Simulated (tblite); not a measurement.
Species: C₄H₅BrCl (doublet state).
Numbering: `[CH2:1][C@H:2]([Cl:3])[C:4](=[CH2:5])[Br:6]` (hydrogens: H7, H8 on C1; H9 on C2; H10, H11 on C5)
Bond orders are those of one Lewis drawing.

Computed with GFN2-xTB (tblite), gas phase: L-BFGS steps from a force-field or distance-geometry start until the largest atomic force falls under 0.01 eV/Å.

Step 6: E = -534.1092 eV
```
atom  x, y, z in Å  |  force x, y, z in eV/Å
C1     -1.6714   -0.0446   -0.5012    0.002   0.007   0.004
C2     -0.5485   -0.5093    0.3092    0.008  -0.048  -0.057
Cl3    -0.9943   -0.6821    2.0501   -0.033   0.034   0.043
C4      0.6346    0.4153    0.2024    0.198   0.050  -0.039
C5      1.8159    0.0255   -0.2397    0.249  -0.120  -0.036
Br6     0.3843    2.2344    0.6431   -0.240   0.151   0.115
H7     -1.6267   -0.1857   -1.5647   -0.063  -0.028   0.038
H8     -2.4528    0.5513   -0.0722    0.036   0.021  -0.023
H9     -0.1813   -1.4936   -0.0135   -0.153   0.007  -0.002
H10     2.6560    0.6912   -0.3349   -0.057   0.061   0.007
H11     1.9896   -0.9999   -0.5046    0.052  -0.135  -0.049
```

Step 7: E = -534.1161 eV
```
atom  x, y, z in Å  |  force x, y, z in eV/Å
C1     -1.6671   -0.0326   -0.5024    0.025  -0.055   0.026
C2     -0.5456   -0.5099    0.3118   -0.049   0.042  -0.159
Cl3    -0.9940   -0.6786    2.0524   -0.027   0.034   0.017
C4      0.6413    0.4145    0.2032    0.132  -0.031  -0.037
C5      1.8228    0.0246   -0.2406    0.214  -0.157  -0.037
Br6     0.3653    2.2299    0.6476   -0.168   0.129   0.094
H7     -1.6333   -0.1900   -1.5667   -0.047  -0.007   0.135
H8     -2.4581    0.5548   -0.0733    0.124  -0.022  -0.044
H9     -0.1861   -1.4964   -0.0128   -0.151   0.024   0.004
H10     2.6632    0.6905   -0.3378   -0.074   0.051   0.010
H11     1.9971   -1.0042   -0.5074    0.021  -0.008  -0.010
```

Step 8: E = -534.1216 eV
```
atom  x, y, z in Å  |  force x, y, z in eV/Å
C1     -1.6637   -0.0245   -0.5028    0.034  -0.086   0.036
C2     -0.5432   -0.5091    0.3116   -0.046   0.100  -0.168
Cl3    -0.9944   -0.6751    2.0543   -0.009   0.040  -0.031
C4      0.6499    0.4134    0.2028    0.031  -0.081  -0.023
C5      1.8318    0.0213   -0.2415    0.096  -0.110  -0.007
Br6     0.3463    2.2291    0.6534   -0.074   0.030   0.049
H7     -1.6395   -0.1937   -1.5663   -0.031  -0.001   0.158
H8     -2.4602    0.5576   -0.0748    0.156  -0.031  -0.038
H9     -0.1933   -1.4986   -0.0124   -0.129   0.027   0.001
H10     2.6678    0.6917   -0.3399   -0.044   0.035   0.006
H11     2.0038   -1.0095   -0.5103    0.014   0.075   0.016
```

**Question.** Estimate the geometry and energy of step 9. (The exact step hangs on the optimiser's Hessian estimate; all steps are aligned on step 8, rigid shifts and turns removed.)

**Answer.** E = -534.1246 eV, largest force 0.127 eV/Å
```
atom  x, y, z in Å  |  force x, y, z in eV/Å
C1     -1.6619   -0.0222   -0.5024    0.021  -0.074   0.031
C2     -0.5420   -0.5071    0.3090   -0.009   0.082  -0.093
Cl3    -0.9948   -0.6725    2.0546    0.007   0.047  -0.063
C4      0.6556    0.4117    0.2018   -0.032  -0.068  -0.011
C5      1.8379    0.0182   -0.2417   -0.002  -0.028   0.022
Br6     0.3350    2.2297    0.6575   -0.008  -0.058   0.013
H7     -1.6433   -0.1957   -1.5636   -0.022  -0.014   0.098
H8     -2.4583    0.5587   -0.0761    0.127  -0.003  -0.008
H9     -0.1998   -1.4993   -0.0124   -0.098   0.015  -0.010
H10     2.6693    0.6935   -0.3408   -0.009   0.022   0.003
H11     2.0077   -1.0123   -0.5119    0.025   0.078   0.018
```

The energy changes by -0.0030 eV. The first-order estimate −F·Δx gives -0.0044 eV and the mean of the old and new forces, exact on a quadratic surface, -0.0030 eV. The step makes an angle of 56° with the force vector and moves no atom by more than 0.012 Å.

What follows is the cost of the whole relaxation. Time: 0.41 s of wall time. Hardware: an Arm Neoverse V2 with one thread, no GPU (shared host).
